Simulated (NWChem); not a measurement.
Molecule: BH$_{2}$SF; SMILES FBS

```xyz
5

B     -0.5391    -0.6030     0.0000
F      0.2966    -1.6420     0.0000
H     -1.7375    -0.8044     0.0000
S      0.1746     1.0567     0.0000
H     -1.0299     1.6900     0.0000
```
Atoms are numbered in this order, from 1.

Computed with NWChem. Medium grid unless said otherwise, to which SCAN and Minnesota functionals are sensitive. All runs use the structure optimised with PBE-D3(BJ)/def2-SVP. B3LYP is NWChem's, with the RPA form of VWN correlation. Total energies of different functionals are on different scales.

| level | energy (Ha) | highest occupied level (eV) | orbital gap (eV) | dipole (D) |
|---|---|---|---|---|
| B3LYP/def2-SVP | -523.9647 | -7.91 | 7.24 | 1.60 |
| PBE/def2-SVP | -523.6310 | -6.96 | 5.51 | 1.51 |
| r2SCAN/def2-SVP | -523.8555 | ___ | ___ | 1.64 |
| PBE0/def2-SVP | -523.6715 | -8.23 | 7.72 | 1.68 |
| PW91/def2-SVP | -523.8865 | -7.00 | 5.50 | 1.51 |
| MN15/def2-SVP | -523.6863 | -8.88 | 8.94 | 1.64 |
| HCTH/407/def2-SVP | -523.9763 | -7.14 | 5.62 | 1.55 |

Task: What belongs in the gaps?

Result: 
- r2SCAN/def2-SVP, highest occupied level (eV): -7.31
- r2SCAN/def2-SVP, orbital gap (eV): 6.18
